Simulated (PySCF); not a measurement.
**Excitation energy of S²⁺ by level of theory**

S²⁺ [Ne] 3s2 3p2 (3P) → S²⁺ [Ne] 3s2 3p1 4s1 (3P), as a difference of total energies. All numbers are calculated (PySCF 2.14, the spin-free X2C one-electron Hamiltonian (Gaussian nucleus), in aug-cc-pVTZ-DK). Correlated levels: valence: [Ne] frozen. The calculations carry no spin-orbit coupling.

| method | excitation energy (eV) |
| --- | --- |
| UHF | 17.928 |
| LDA | 17.843 |
| PBE | 17.886 |
| PBE0 | 18.051 |
| r2SCAN | 18.445 |
| CAM-B3LYP | 17.979 |
| HSE06 | 18.018 |
| LC-wPBE | 18.355 |
| BHandHLYP | 18.014 |
| MP2 (valence) | 18.005 |
| SCS-MP2 (valence) | 17.987 |

**Question.** How much does correlation contribute at MP2 (valence)?

**Answer.** 18.005 − (17.928) = 0.077 eV, measured against UHF.

A first-order spin-orbit estimate (lowest level to lowest level, LS coupling) adds -0.007 eV.

The promoted electron is Rydberg-like, and one or two diffuse shells describe it only roughly, which tends to raise the upper state.
